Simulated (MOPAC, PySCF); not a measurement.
C₄H₇ClSi, SMILES `C=C/C(Cl)=C/[SiH3]` (C–C–C–Cl torsion 0°), neutral singlet in the gas phase. 

Z-matrix (Å, degrees):
```
C
C 1 1.3299
H 2 1.0857 1 115.07
C 1 1.4587 2 124.27 3 0.00
C 4 1.3240 1 126.67 2 180.00
H 5 1.0807 4 120.61 1 179.93
H 5 1.0808 6 117.56 4 179.87
H 4 1.0843 5 119.85 6 -0.06
Cl 1 1.7460 2 119.35 3 -180.00
Si 2 1.8614 3 118.71 1 179.99
H 10 1.4777 2 110.91 3 119.32
H 10 1.4777 11 109.07 2 -122.44
H 10 1.4789 11 109.08 12 -119.05
```
Charge 0, spin multiplicity 1.

All levels are single points at this geometry (CAM-B3LYP-D3(BJ)/def2-TZVP); Pople sets use spherical d functions. Orbital energies aren't observables, and empty levels follow the basis.

| level | HOMO (eV) | LUMO (eV) | gap (eV) | dipole (D) | vertical IE, Delta-SCF (eV) |
|---|---|---|---|---|---|
| CAM-B3LYP-D3(BJ)/def2-TZVP in PySCF | -8.40 | -0.49 | 7.90 | 1.67 | 9.05 |
| TPSSh-D3(BJ)/def2-TZVP in PySCF | -6.58 | -1.98 | 4.60 | 1.71 | 8.82 |
| B3LYP/3-21G in PySCF | -6.78 | -1.35 | 5.43 | 1.89 | – |
| HF/STO-3G in PySCF | -7.48 | 6.05 | 13.53 | 2.06 | – |
| AM1 in MOPAC | -9.61 | -0.09 | 9.51 | 1.20 | – |
| PM7 in MOPAC | -9.90 | -0.43 | 9.47 | 1.92 | – |
